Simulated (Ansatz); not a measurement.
Consider the formal hydrolysis of a Zn–Cl bond: `[SiH3][N]([SiH3])[Zn][Cl]` + H₂O → `[OH][Zn][N]([SiH3])[SiH3]` + HCl.

Calculated with Ansatz (gas phase, PBE0-D4/def2-TZVP geometries, no zero-point term in ΔE). CCSD(T)/CBS is the MP2 limit (def2-TZVPP, def2-QZVPP) plus CCSD(T) − MP2 in def2-TZVPP, frozen cores. This one scheme is used for every species. DFT in def2-TZVPP. For Zn outer-core shells are correlated without core-valence functions, which leaves a few kJ/mol of doubt a bond. Scalar relativity is left out up to krypton. One conformer a species, not always the lowest.

`[SiH3][N]([SiH3])[Zn][Cl]`:

Cartesian coordinates in Å:
```
Si -0.505 1.485 -0.487
N 0.195 -0.018 -0.008
Si -0.720 -1.369 0.553
Zn 2.007 -0.190 -0.107
Cl 4.080 -0.387 -0.220
H 0.597 2.412 -0.874
H -1.284 2.108 0.619
H -1.419 1.328 -1.652
H 0.230 -2.464 0.902
H -1.520 -1.030 1.762
H -1.660 -1.874 -0.486
```

H₂O:

Cartesian coordinates in Å:
```
O 0.349 0.170 0.031
H 0.117 -0.596 -0.498
H -0.466 0.427 0.467
```

`[OH][Zn][N]([SiH3])[SiH3]`:

Cartesian coordinates in Å:
```
O -2.574 -0.113 2.315
Zn -1.244 -0.064 1.154
N 0.047 0.024 -0.129
Si 0.901 1.508 -0.329
Si 0.368 -1.390 -1.062
H -2.334 -0.381 3.204
H 2.365 1.341 -0.105
H 0.718 2.078 -1.694
H 0.382 2.492 0.665
H -0.531 -2.483 -0.593
H 1.780 -1.844 -0.912
H 0.122 -1.168 -2.515
```

HCl:

```xyz
2

Cl   -0.222    0.385    0.459
H     0.222   -0.385   -0.459
```

```json
{"level": "r2SCAN0-D4", "ΔE (kJ/mol)": "101.6", "difference from CCSD(T)/CBS": "3.6"}
{"level": "CAM-B3LYP-D4", "ΔE (kJ/mol)": "91.4", "difference from CCSD(T)/CBS": "-6.6"}
{"level": "B2PLYP", "ΔE (kJ/mol)": "90.5", "difference from CCSD(T)/CBS": "-7.5"}
{"level": "PBE", "ΔE (kJ/mol)": "87.0", "difference from CCSD(T)/CBS": "-11.0"}
{"level": "revPBE", "ΔE (kJ/mol)": "88.0", "difference from CCSD(T)/CBS": "-10.0"}
{"level": "r2SCAN", "ΔE (kJ/mol)": "92.3", "difference from CCSD(T)/CBS": "-5.7"}
{"level": "PBE0", "ΔE (kJ/mol)": "98.1", "difference from CCSD(T)/CBS": "0.1"}
{"level": "BHLYP", "ΔE (kJ/mol)": "102.0", "difference from CCSD(T)/CBS": "4.0"}
{"level": "HF/def2-TZVPP", "ΔE (kJ/mol)": "116.2", "difference from CCSD(T)/CBS": "18.2"}
{"level": "MP2/def2-QZVPP", "ΔE (kJ/mol)": "94.1", "difference from CCSD(T)/CBS": "-3.9"}
{"level": "CCSD(T)/CBS", "ΔE (kJ/mol)": "98.0", "difference from CCSD(T)/CBS": "0"}
```

Largest T1 diagnostic among the species: 0.016.

From r2SCAN to r2SCAN0 (25 % exact exchange), in def2-TZVPP and without D4, ΔE moves by +8.9 kJ/mol. At CCSD(T), def2-SVP lies −5.9 kJ/mol from the extrapolated value and def2-TZVPP −7.3 kJ/mol.

CCSD(T)/CBS has its own doubt, a few kJ/mol and more with outer-core shells, so smaller differences from it don't rank the levels.
